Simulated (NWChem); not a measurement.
System: InHClF; SMILES [Cl][InH][F]

```xyz
4

In    -0.3132    -0.3615     0.0000
H     -1.9082    -0.9888     0.0000
F      1.2870    -1.5155     0.0000
Cl     0.3336     1.9025     0.0000
```
Atoms are numbered in this order, from 1.

Results from NWChem. Coordinates come from a PBE-D3(BJ)/def2-SVP optimisation. def2 effective core potentials on In; no spin-orbit coupling. B3LYP is NWChem's, with the RPA form of VWN correlation. Ions are spin-unrestricted doublets at the neutral geometry; other ion states weren't tried.

| level | vertical ionisation energy, ΔSCF (eV) | −ε(HOMO) (eV) | ΔSCF minus −ε(HOMO) (eV) |
|---|---|---|---|
| B3LYP/def2-SVP | 11.26 | 8.49 | 2.77 |
| PBE/def2-SVP | 10.88 | 7.37 | 3.51 |
| LRC-wPBEh/def2-SVP | 11.53 | 10.71 | 0.82 |
| BHandHLYP/def2-SVP | 11.44 | 10.08 | 1.36 |
| Hartree-Fock/def2-SVP | [?] | [?] | [?] |

Problem. Fill in the missing entries.

Solution. 
- Hartree-Fock/def2-SVP, vertical ionisation energy, ΔSCF (eV): 10.64
- Hartree-Fock/def2-SVP, −ε(HOMO) (eV): 12.19
- Hartree-Fock/def2-SVP, ΔSCF minus −ε(HOMO) (eV): -1.55
